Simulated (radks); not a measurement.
K, configuration [Ar] 4s1. Calculated with a radial shooting solver on a logarithmic mesh with Libxc functionals: scalar-relativistic Kohn-Sham, MS2 meta-GGA, spin-polarised, spherical densities, finite nucleus; open shells are filled with parallel spins first; meta-GGA in the generalised Kohn-Sham scheme; Fermi nuclear charge, rms radius 3.4349 fm.

Unscreened Slater integrals over Kohn-Sham orbitals (cm^-1). They are taken over the spin-up orbitals.

integral    value
F0(4s,4s)   39251
F0(4s,3p)   50318
G1(4s,3p)  2250.2
F0(4s,3s)   50621
G0(4s,3s)  1356.0
F0(4s,2p)   52481
G1(4s,2p)  585.21
F0(3p,3p)  139000
F2(3p,3p)   69649
F0(3p,3s)  146840
G1(3p,3s)   97323
F0(3p,2p)  190090
F2(3p,2p)   32880
G0(3p,2p)   12734
G2(3p,2p)   12915
F0(3s,3s)  156040
F0(3s,2p)  207420
G1(3s,2p)   15254
F0(2p,2p)  573750
F2(2p,2p)  267880
